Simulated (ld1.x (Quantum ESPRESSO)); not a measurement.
# Configuration tests for titanium (TM)

* Element: titanium (Ti)
* Generator: ld1.x (Quantum ESPRESSO) 7.5
* Type: norm-conserving Troullier–Martins (Kleinman–Bylander form)
* Functional: PW91
* Relativity: scalar-relativistic
* Frozen core: [Ar]
* Valence charge: 4
* Reference configuration: 3d2 4s1.5 4p0.5
* Partial waves: 4s (bound): rc 2.50 bohr; 4p (bound): rc 2.65 bohr; 3d (bound): rc 1.45 bohr
* Local potential: all-electron potential smoothed inside 1.80 bohr (lloc = -1)
* Core correction: a·sin(br)/r model core, default radius (core density twice the valence density)

Energies are relative to the spin-unpolarised reference configuration 3d2 4s1.5 4p0.5; without spin polarisation the order of configurations can differ from experiment.

(1) Give the all-electron excitation energy and the error of the potential for: 3d2 4s2 4p0; 3d2 4s1 4p0; 3d2 4s0 4p0; 3d1 4s0 4p0; 3d2.5 4s1.5 4p0; 3d2 4s0 4p2; 3d2 4s1.5 4p0.

Note: ghost state, extra bound levels that the all-electron valence spectrum of the same l lacks: s at -22.4 eV. A true bound ghost makes a file unfit for plane-wave use.

## Answers

(1)

```json
{"valence configuration": "3d2 4s2 4p0", "charge": "0", "ΔE all-electron (eV)": "-1.524", "error AE − PS (meV)": "-0.3"}
{"valence configuration": "3d2 4s1 4p0", "charge": "+1", "ΔE all-electron (eV)": "5.869", "error AE − PS (meV)": "-4.2"}
{"valence configuration": "3d2 4s0 4p0", "charge": "+2", "ΔE all-electron (eV)": "19.461", "error AE − PS (meV)": "-27"}
{"valence configuration": "3d1 4s0 4p0", "charge": "+3", "ΔE all-electron (eV)": "46.514", "error AE − PS (meV)": "-364"}
{"valence configuration": "3d2.5 4s1.5 4p0", "charge": "0", "ΔE all-electron (eV)": "-1.180", "error AE − PS (meV)": "-45"}
{"valence configuration": "3d2 4s0 4p2", "charge": "0", "ΔE all-electron (eV)": "4.793", "error AE − PS (meV)": "-1.1"}
{"valence configuration": "3d2 4s1.5 4p0", "charge": "+0.5", "ΔE all-electron (eV)": "1.436", "error AE − PS (meV)": "-0.7"}
```

These tests converged, but a pseudo level misses the all-electron one widely, so the file describes the atom poorly there or has found another state: 3d1 4s0 4p0: empty 4s by 6.0 eV (a node warning on the way).
